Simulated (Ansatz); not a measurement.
System: C₄H₇O (charge 0, doublet). It need not be the lowest isomer of its formula. 
Geometry from a B3LYP-D3(BJ)/def2-TZVP (Ansatz, a program for electronic structure) optimisation:
```
C
H 1 1.1065
C 1 1.4810 2 109.95
H 3 1.0793 1 120.48 2 -107.28
H 3 1.0807 4 119.55 1 -177.72
C 1 1.5155 2 103.81 3 -121.56
O 6 1.2019 1 125.63 2 116.61
H 6 1.1116 7 120.52 1 179.74
C 1 1.5428 2 105.97 6 -115.46
H 9 1.0899 1 110.17 2 -61.91
H 9 1.0907 10 108.20 1 121.01
H 9 1.0920 10 108.05 11 117.40
```
Charge 0, spin multiplicity 2.

Computed values are from Ansatz. Correlated levels leave the core frozen unless marked. UHF or UKS for open shells. No spin-orbit coupling. No relativistic terms. CBS(X,Y): correlation extrapolated as X^-3; Hartree-Fock from the larger set. The bracket is a focal-point correction in the basis named.

atomisation energy De: 1156.3 kcal/mol at RI-MP2/CBS(cc-pVTZ,cc-pVQZ)+[CCSD(T)-MP2]/cc-pVTZ
total energy: -231.5121 Eh at RI-MP2/CBS(cc-pVTZ,cc-pVQZ)+[CCSD(T)-MP2]/cc-pVTZ
dipole moment: 2.77 D at CCSD(T)/aug-cc-pVDZ
T1 diagnostic: 0.014 at CCSD/cc-pVTZ
